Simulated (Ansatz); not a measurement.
Basis sets compared for [MoO3(NH2)]- (MoNO₃H₂⁻). Charge -1, multiplicity 1. Geometry r2SCAN-D4/def2-SVPD. Ansatz on 4 threads of Arm Neoverse V2 on a shared host; times are rough, and most runs start from earlier orbitals.

```xyz
7

Mo    0.5526    0.4487   -0.3097
O    -0.2582    1.9516   -0.6380
O     1.8138    0.6954    0.8588
O     1.1420   -0.2367   -1.7931
N    -0.7184   -0.8862    0.4933
H    -1.0319   -0.7483    1.4504
H    -1.4999   -1.2245   -0.0617
```

In the def2 sets Mo takes a core potential, while STO-3G treats all electrons; there is no spin–orbit coupling.

STO-3G and 6-31G are all-electron sets without relativity, so their totals don't compare with the def2 sets.

| level | functions | energy (Eh) | HOMO (eV) | LUMO (eV) | wall time |
| --- | --- | --- | --- | --- | --- |
| HF/STO-3G | 49 | -4212.3866 | -0.82 | 13.46 | 0.3 s |
| PBE-D4/def2-SVPD | 139 | -349.6426 | -1.54 | 2.71 | 1.4 s |
| PBE0-D4/def2-SVPD | 139 | -349.5461 | -3.01 | 3.47 | 1.7 s |

Task: Estimate the rows for HF/def2-TZVPD, PBE-D4/def2-TZVPD, PBE0-D4/def2-TZVPD (with forces).

Result: 
```tsv
level	functions	energy (Eh)	HOMO (eV)	LUMO (eV)	wall time
HF/def2-TZVPD	215	-347.9670	-6.57	4.68	2.7 s
PBE-D4/def2-TZVPD	215	-349.9806	-1.47	2.78	2 s
PBE0-D4/def2-TZVPD (with forces)	215	-349.8858	-2.94	3.35	4.2 s
```
